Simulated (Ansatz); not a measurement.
Input for Ansatz (an electronic-structure program): R-PBE/def2-TZVPP on C3H8Si (SMILES C=[Si](C)C).

Ansatz 0.2 input:
```yaml
crystal:
  periodic: [false, false, false]
  atoms:
    - {symbol: Si, position_ang: [-0.13277363, -0.22762497, 0.02513434]}
    - {symbol: C, position_ang: [1.74154365, -0.13026378, 0.05157144]}
    - {symbol: H, position_ang: [2.09426284, 0.51294125, 0.87473446]}
    - {symbol: H, position_ang: [2.17775903, -1.13181783, 0.18285233]}
    - {symbol: H, position_ang: [2.12970396, 0.29735949, -0.88768559]}
    - {symbol: C, position_ang: [-0.98223707, 1.43188850, -0.19296423]}
    - {symbol: H, position_ang: [-0.67940006, 1.91123154, -1.13874042]}
    - {symbol: H, position_ang: [-2.07547273, 1.30716548, -0.20201857]}
    - {symbol: H, position_ang: [-0.71824804, 2.12370956, 0.62408617]}
    - {symbol: C, position_ang: [-0.98969944, -1.69676534, 0.18426701]}
    - {symbol: H, position_ang: [-0.48278313, -2.65777445, 0.31143691]}
    - {symbol: H, position_ang: [-2.08265539, -1.74004945, 0.16742614]}
basis:
  gaussian:
    orbitals: def2-TZVPP
hamiltonian:
  xc: {name: PBE}
scf: {lower_state_search: off}
```

The log:

```
WARN ansatz: RAYON_NUM_THREADS=8 ignored (pool sized by the plan → 8); use --threads N
Functional definition: PBE
these checks for a lower state are left out or cut short: stability, starts, cluster_reference, orbital_swaps, neighbouring_geometries, increment
integrals: 0.16 GiB planned
1300 factors; their error is unknown
mean field: 1.25 GiB planned
mean field evaluation 1: about -11086.2744 eV, gradient 1.0e2 eV
mean field evaluation 2: about -11048.2492 eV, gradient 1.4e2 eV
mean field evaluation 4: about -11109.4862 eV, gradient 2.6e1 eV
mean field evaluation 8: about -11111.2541 eV, gradient 2.6e-1 eV
mean field evaluation 16: about -11111.2183 eV, gradient 5.8e-4 eV
mean field -11111.21831229 eV, -408.3297415225 hartree, gradient 4.9e-6 eV, S^2 0.000000; 0 other end points of the search recorded, 0 dependent functions left out
reference -11111.21835849 eV, -408.3297432202 hartree; 20, 20 occupied and 227, 227 virtual orbitals, 1300 factors
Total energy: -11111.21835849 eV, -408.3297432202 hartree
Checks for a lower state left out: stability, starts, cluster_reference, orbital_swaps, neighbouring_geometries, increment
```

The calculation finished and met its thresholds.

Cost: roughly 5 core-seconds.
